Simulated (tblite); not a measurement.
F3In, charge -1, doublet, at a GFN2-xTB geometry (such geometries of metal compounds can be far from the true shape) (a state made from the parent by changing its charge; the spin is typed, not shown lowest); GFN1-xTB with ALPB(water) (tblite).

tblite was given this input:
```
$ tblite run mol.xyz --method gfn1 --charge -1 --spin 1 --alpb water --json tblite.json --no-restart

# file mol.xyz
4

In    -0.00000000     0.00000000    -0.00000000
F     -1.95003473    -1.18606829     0.03491373
F      0.01763842     2.14457977    -0.78171535
F      1.93239631    -0.95851148     0.74680162
```

Output, abridged:

```
xTB calculator
 | screened Coulomb repulsion
 | Coulomb electrostatics
 |  * isotropic Klopman-Ohno-Mataga-Nishimoto electrostatics
 |  * onsite third-order electrostatics
 | DFT-D3(BJ) dispersion correction
 | Interactions (3)
 | [1] alpb/gbsa reaction field model
 | [2] cds contribution to solvation
 | [3] empirical free energy shift and standard state/solvent correction

halogen bonding energy    0.0000000000000E+00 Eh
repulsion energy          3.6156621337131E-04 Eh
dispersion energy        -5.1704505261350E-04 Eh
interaction energy       -1.8274188000287E-03 Eh
number of electrons       2.5000000000000E+01 e
integral cutoff           4.0000000000000E+01 bohr

------------------------------------------------------------
  cycle        total energy    energy error   density error
------------------------------------------------------------
      1     -17.33255132337  -1.7330568E+01   3.8892309E-01
      2     -17.34821694424  -1.5665621E-02   2.0070617E-01
      3     -17.35310651101  -4.8895668E-03   3.6943830E-02
      4     -17.35405088720  -9.4437619E-04   2.0078932E-02
      5     -17.35405928358  -8.3963792E-06   3.1970768E-03
      6     -17.35406407106  -4.7874801E-06   1.1159200E-03
      7     -17.35406464090  -5.6983969E-07   2.2168822E-04
      8     -17.35406466445  -2.3548679E-08   3.8013964E-05
      9     -17.35406466516  -7.1803186E-10   6.7776314E-06
------------------------------------------------------------

electronic energy        -1.7352081767525E+01 Eh
total energy             -1.7354064665164E+01 Eh

Post processing:
 | Mayer-Wiberg bond orders

[Info] JSON dump of results written to 'tblite.json'
```
